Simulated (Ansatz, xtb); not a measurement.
H7NSSi3: 6 structures ranked

6 gas-phase structures of H7NSSi3, from a drawn sample of its isomers (lower ones may exist). Each was relaxed with GFN2-xTB; where two conformers were screened, the lower at r2SCAN-D4/def2-SVP is listed:

A. `N[Si][SiH2]S[SiH3]`, a singlet
B. `[SiH]S[SiH2]N[SiH3]`, a singlet
C. a singlet given by its coordinates
D. `[SiH]N([SiH3])[SiH2]S`, a singlet
E. a singlet given by its coordinates
F. `[SiH]N[SiH2]S[SiH3]`, a singlet

E (Å):

```yaml
atoms:
  - { symbol: N, position_ang: [-0.5254, -1.4317, -0.9383] }
  - { symbol: S, position_ang: [-2.3451, 1.2874, -1.5663] }
  - { symbol: Si, position_ang: [-1.0187, 2.9479, -1.1226] }
  - { symbol: Si, position_ang: [0.8648, 1.6332, -1.5662] }
  - { symbol: Si, position_ang: [-0.6518, -0.0835, -2.0044] }
  - { symbol: H, position_ang: [-0.3121, -1.2704, 0.0341] }
  - { symbol: H, position_ang: [-1.2167, -2.1631, -1.0064] }
  - { symbol: H, position_ang: [-1.3778, 4.0448, -2.0164] }
  - { symbol: H, position_ang: [-1.3105, 3.3800, 0.2424] }
  - { symbol: H, position_ang: [1.7980, 1.4297, -0.4497] }
  - { symbol: H, position_ang: [1.7006, 2.0521, -2.6975] }
  - { symbol: H, position_ang: [-0.9687, -0.6872, -3.2924] }
```

Close contacts (Å): N1–Si5 1.72, S2–Si3 2.17, S2–Si5 2.22, Si3–Si4 2.34, Si4–Si5 2.33, N1–H6 1.01, N1–H7 1.01, Si3–H8 1.46, Si3–H9 1.46, Si4–H10 1.47, Si4–H11 1.47, Si5–H12 1.46.

C (Å):

```yaml
atoms:
  - { symbol: N, position_ang: [-0.3685, 0.9720, 0.3386] }
  - { symbol: S, position_ang: [-2.3094, -1.2976, 0.9371] }
  - { symbol: Si, position_ang: [0.1233, -0.0659, -0.9820] }
  - { symbol: Si, position_ang: [0.3847, 2.4964, 0.7581] }
  - { symbol: Si, position_ang: [-1.6291, 0.7159, 1.4818] }
  - { symbol: H, position_ang: [1.1205, 0.6889, -1.7350] }
  - { symbol: H, position_ang: [0.6951, -1.2842, -0.4098] }
  - { symbol: H, position_ang: [-1.0600, -0.3318, -1.7969] }
  - { symbol: H, position_ang: [0.8726, 2.3724, 2.1319] }
  - { symbol: H, position_ang: [1.4788, 2.7738, -0.1662] }
  - { symbol: H, position_ang: [-0.6578, 3.5198, 0.6842] }
  - { symbol: H, position_ang: [-3.2536, -1.3459, 1.8709] }
```

Close contacts (Å): N1–Si3 1.75, N1–Si4 1.75, N1–Si5 1.72, S2–Si5 2.19, Si4–Si5 2.78, S2–H12 1.33, Si3–H6 1.46, Si3–H7 1.46, Si3–H8 1.46, Si4–H9 1.46, Si4–H10 1.46, Si4–H11 1.46.

Task: Which do you expect lowest at r2SCAN-D4/def2-SVP, and how would the others follow?

Result: Calculated order at r2SCAN-D4/def2-SVP: E (0.000), C (0.696), F (0.958), B (1.062), A (1.604), D (1.944) eV.

Energies above the lowest of each column, in eV; the last columns are at B3LYP-D3(BJ)/def2-SVP geometries and were run for some of them only (a dash: not run or not comparable):

```tsv
structure	GFN2-xTB	HF/STO-3G	r2SCAN-D4/def2-SVP	B3LYP-D3(BJ)/def2-SVP	CCSD(T)/def2-SVP + ΔMP2/def2-TZVPP
E	0.844	0.000	0.000	0.000	0.000
C	0.000	0.686	0.696	0.292	0.308
F	0.259	0.861	0.958	–	–
B	0.258	1.220	1.062	–	–
A	0.846	1.809	1.604	–	–
D	0.313	1.899	1.944	–	–
```

CCSD(T)/def2-SVP + ΔMP2/def2-TZVPP puts E lowest of those it was run on; GFN2-xTB picks C. Some further structures that were screened fall inside this span and aren't listed. Flexible structures stand in one conformer each, not always the lowest. C keeps a small imaginary mode. Frequencies (GFN2-xTB) were run for C, E alone. The ΔMP2 step shifts differences by up to 0.141 eV, which makes them less sure. ΔMP2 is the change of the MP2 energy from the smaller to the larger basis.

Over these structures GFN2-xTB departs from r2SCAN-D4/def2-SVP by 0.489 eV on average once a common shift is removed. A GFN2-xTB relaxation took about 1.3 s and the r2SCAN-D4/def2-SVP energy about 5.9 s on a shared host (Ansatz 0.2.0, xtb 6.7.1).
